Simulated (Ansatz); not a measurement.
`CN([SiH3])[SiH2]F` + `OC[SiH2]Br` → `CN([SiH2]O)[SiH2]F` + `C[SiH2]Br`  (redistribution)

Program: Ansatz. Geometries: PBE0-D4/def2-TZVP. ΔE: electronic, gas phase. CBS: MP2 limit from def2 TZ/QZ plus the TZ coupled-cluster correction, frozen cores. Functionals use def2-TZVPP. B3LYP here is the variant with VWN-RPA as its local correlation; programs differ in this. For Br outer-core shells are correlated without core-valence functions, which leaves a few kJ/mol of doubt a bond. Scalar relativity is left out up to krypton. One conformer a species, not always the lowest.

Q: Is it downhill or uphill in electronic energy at CCSD(T)/CBS, and by how much? (Best estimate.)

A: Computed: Downhill: ΔE = -226.1 kJ/mol.

Q: What do these levels give: PBE-D4, r2SCAN-D4, ωB97X-V, PBE, r2SCAN, B3LYP, SCS-MP2/def2-TZVPP, CCSD(T)/def2-TZVPP, MP2/def2-QZVPP, SCS-MP2/def2-QZVPP, HF/CBS(def2), MP2/CBS(def2)? (An estimate is asked.)

A: The calculation gave: PBE-D4 -208.1, r2SCAN-D4 -224.0, ωB97X-V -217.6, PBE -208.4, r2SCAN -223.8, B3LYP -218.8, SCS-MP2/def2-TZVPP -227.9, CCSD(T)/def2-TZVPP -223.5, MP2/def2-QZVPP -235.1, SCS-MP2/def2-QZVPP -229.9, HF/CBS(def2) -229.8, MP2/CBS(def2) -235.9 kJ/mol.

Largest T1 diagnostic among the species: 0.012.

From PBE to PBE0 (25 % exact exchange), in def2-TZVPP and without D4, ΔE moves by −7.3 kJ/mol.
